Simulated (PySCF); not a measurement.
A side-by-side comparison of computed properties.

First species: CH2BClNP.
SMILES: `N#CB(P)Cl`

Second species: InH2(CCH), C₂H₃In.
Structure used (PBE0-D3(BJ)/def2-SVP), in Å, numbered top down from 1:
```xyz
6
C2H3In angstrom
In     0.7024    1.1792   -0.0100
H      2.4217    1.0868    0.0363
H     -0.2326    2.6245   -0.0595
C     -0.3493   -0.6506   -0.0074
C     -0.9678   -1.7035   -0.0115
H     -1.5114   -2.6324   -0.0171
```

Levels: B3LYP/def2-SVPD for dipole moment, HOMO energy, LUMO energy, HOMO–LUMO gap and static isotropic polarisability; TDDFT B3LYP/def2-SVPD for lowest singlet excitation; TDA B3LYP/def2-SVPD for lowest triplet excitation (Tamm–Dancoff); ΔSCF B3LYP/def2-SVPD for vertical ionisation energy and vertical electron affinity; PBE0-D3(BJ)/def2-SVP for rotational constant A and rotational constant C. Geometries: PBE0-D3(BJ)/def2-SVP. Each structure is a single optimised conformer of the isolated species (atoms past krypton carry core potentials, spin–orbit coupling is left out). Electronic properties by PySCF.

Dipoles, sizes and rotational constants follow the conformer. The torsions of the flexible species, by atom-mapped SMILES:
- `[N:1]#[C:2][B:3]([PH2:4])[Cl:5]`: H–P4–B3–C2 144°, H–P4–B3–C2 43°

**Question.** Which of the two has the higher vertical ionisation energy, and by how much?

**Answer.** The first: 10.31 eV against 9.80 eV, a difference of 0.51 eV.

**Question.** Which of the two has the higher rotational constant A, and by how much?

**Answer.** The second: 106.465 GHz against 2.910 GHz, a difference of 103.555 GHz.

**Question.** Which of the two has the higher dipole moment, and by how much?

**Answer.** The first: 3.19 D against 0.27 D, a difference of 2.92 D.

**Question.** Which of the two has the higher static isotropic polarisability, and by how much?

**Answer.** The first: 72.9 au against 60.3 au, a difference of 12.6 au.

**Question.** Which has the higher HOMO–LUMO gap?

**Answer.** The second: 5.21 eV against 4.80 eV, a difference of 0.41 eV.

**Question.** Which has the higher rotational constant C?

**Answer.** The second: 2.816 GHz against 1.409 GHz, a difference of 1.407 GHz.

**Question.** Which of the two has the higher T1 energy, and by how much?

**Answer.** The second: 3.97 eV against 3.21 eV, a difference of 0.76 eV.

**Question.** Which of the two has the higher HOMO energy, and by how much?

**Answer.** The second: -7.52 eV against -8.03 eV, a difference of 0.51 eV.

On the first: −ε(LUMO) is 3.23 eV against a ΔSCF electron affinity of 1.24 eV. The principal polarisabilities are 51.6, 79.0 and 88.0 au; their mean is the isotropic value.

On the second: No computed singlet falls in the visible range (750 to 380 nm, 1.65 to 3.26 eV); S1 lies 0.89 eV above its blue end. From the two ΔSCF values, the fundamental gap I − A is 9.35 eV and the Mulliken electronegativity (I + A)/2 is 5.13 eV. Atoms past krypton carry effective core potentials; spin–orbit coupling is left out.
